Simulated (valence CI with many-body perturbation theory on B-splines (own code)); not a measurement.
Results of a calculation; reference values are marked as such.
Hyperfine factors and g values of Tb XXVI

Level of theory: configuration interaction combined with many-body perturbation theory (CI+MBPT): four valence electrons over a frozen Dirac-Fock core [Kr], a basis of 9 s, 9 p, 10 d, 8 f, 5 g, 3 h, 1 i functions for each j, with the one-electron correlation potential Σ1 (screened to all orders), the two-electron term Σ2, the three-electron term Σ3, Breit, model QED; selected single and double excitations, second order for the rest (own B-spline code, finite nucleus).

No measured levels were compared; by estimate terms of the open shell hold to 2 to 4 % of their energy, and close levels can change places. Only levels of the ground parity were solved; by the run's estimate the other parity begins above the list, which can be wrong where configurations are misplaced.

A/g_I is the dipole constant over the nuclear g factor μ/I (μ in nuclear magnetons, uniformly magnetised nucleus), B/Q the quadrupole constant per barn. Both hold the static response of the core; the bare values leave it out. Large factors of s and p1/2 electrons are usually good to 5 to 10 %; those of open d and f shells near neutrality can be off by tens of per cent, and small factors of p3/2, d and f electrons come from cancelling terms and can be off by a factor of two or in sign, in half-filled shells by more. B is blank for J = 1/2, where it vanishes, and for nearly pure S terms. Energies count from the lowest level. Levels with J = 0 are left out.

Levels are named by their leading jj configuration (3d3/2^4 stands for four electrons in 3d with j = 3/2), which in mixed levels can hold well under half, so a name can repeat and another be missing. Letters in brackets count levels of one name in rising energy.

| Level | E (eV) | g | A/g_I (MHz) | A/g_I bare | B/Q (MHz/b) | B/Q bare |
| --- | --- | --- | --- | --- | --- | --- |
| (4d3/2^3 4d5/2) J=1 | 5.722 | 1.497 | -1060 | -359 | 3140 | 2990 |
| (4d3/2^3 4d5/2) J=2 | 8.795 | 1.367 | 3490 | 3940 | 4540 | 4340 |
| (4d3/2^3 4d5/2) J=4 | 9.628 | 1.133 | 7900 | 7940 | -909 | -927 |
| (4d3/2^3 4d5/2) J=3 | 10.162 | 1.275 | 5980 | 6270 | 2010 | 1900 |
| (4d3/2^2 4d5/2^2) J=4 [a] | 15.273 | 1.152 | 6560 | 6650 | -3020 | -2920 |
| (4d3/2^2 4d5/2^2) J=2 [a] | 15.922 | 1.048 | 5040 | 4980 | 6080 | 5830 |
| (4d3/2^2 4d5/2^2) J=3 [a] | 16.034 | 1.048 | 6730 | 6650 | 1670 | 1600 |
| (4d3/2^2 4d5/2^2) J=5 | 17.374 | 1.081 | 7610 | 7570 | 7320 | 6990 |
| (4d3/2^2 4d5/2^2) J=1 | 18.041 | 1.210 | 7560 | 7730 | 196 | 169 |
| (4d3/2^2 4d5/2^2) J=6 | 18.398 | 1.092 | 7960 | 7940 | 8460 | 8080 |
| (4d3/2^2 4d5/2^2) J=4 [b] | 19.606 | 1.030 | 8740 | 8620 | -3340 | -3170 |
| (4d3/2^2 4d5/2^2) J=3 [b] | 19.870 | 1.138 | 8040 | 8090 | 2970 | 2840 |
| (4d3/2^2 4d5/2^2) J=2 [b] | 19.942 | 1.125 | 7270 | 7310 | 2180 | 2080 |
| (4d3/2 4d5/2^3) J=4 [a] | 23.098 | 1.216 | 5390 | 5590 | 4490 | 4290 |
| (4d3/2^2 4d5/2^2) J=2 [c] | 23.530 | 1.031 | 10300 | 10200 | -365 | -365 |
| (4d3/2 4d5/2^3) J=3 [a] | 24.869 | 1.126 | 5000 | 5060 | 887 | 867 |
| (4d3/2^2 4d5/2^2) J=4 [c] | 26.259 | 1.109 | 6170 | 6190 | 4330 | 4140 |
| (4d3/2 4d5/2^3) J=5 | 26.320 | 1.148 | 6490 | 6570 | -4910 | -4710 |
| (4d3/2 4d5/2^3) J=1 [a] | 26.351 | 0.830 | 9160 | 8710 | 3300 | 3140 |
| (4d3/2 4d5/2^3) J=6 | 26.829 | 1.070 | 7580 | 7530 | 10200 | 9820 |
| (4d3/2^2 4d5/2^2) J=2 [d] | 27.365 | 1.320 | 5500 | 5860 | -2330 | -2200 |
| (4d3/2 4d5/2^3) J=2 [a] | 29.296 | 0.986 | 8980 | 8780 | 7060 | 6730 |
| (4d3/2 4d5/2^3) J=3 [b] | 29.565 | 1.086 | 7310 | 7290 | 4230 | 4080 |
| (4d3/2 4d5/2^3) J=3 [c] | 33.490 | 1.063 | 8140 | 8070 | 10800 | 10300 |
| (4d3/2 4d5/2^3) J=1 [b] | 33.595 | 1.455 | 954 | 1570 | -4670 | -4460 |
| (4d3/2 4d5/2^3) J=4 [b] | 34.137 | 1.032 | 8100 | 7990 | 9090 | 8720 |
| (4d3/2 4d5/2^3) J=2 [b] | 34.706 | 1.092 | 7630 | 7620 | -5470 | -5230 |
| (4d5/2^4) J=4 | 36.100 | 1.161 | 5730 | 5840 | -8440 | -8060 |
| (4d5/2^4) J=2 | 40.426 | 1.014 | 6680 | 6550 | -1640 | -1570 |

**Question.** Take the isotope of mass number 159, with I = 3/2, μ = 2.009 μN and Q = 1.432 b. What is the hyperfine structure of (4d3/2^3 4d5/2) J=2?

**Answer.** From the table A = 4670 MHz, B = 6510 MHz. Shifts from the centre of gravity in MHz: F = 1/2: -15300, F = 3/2: -14000, F = 5/2: -6400, F = 7/2: 15600.
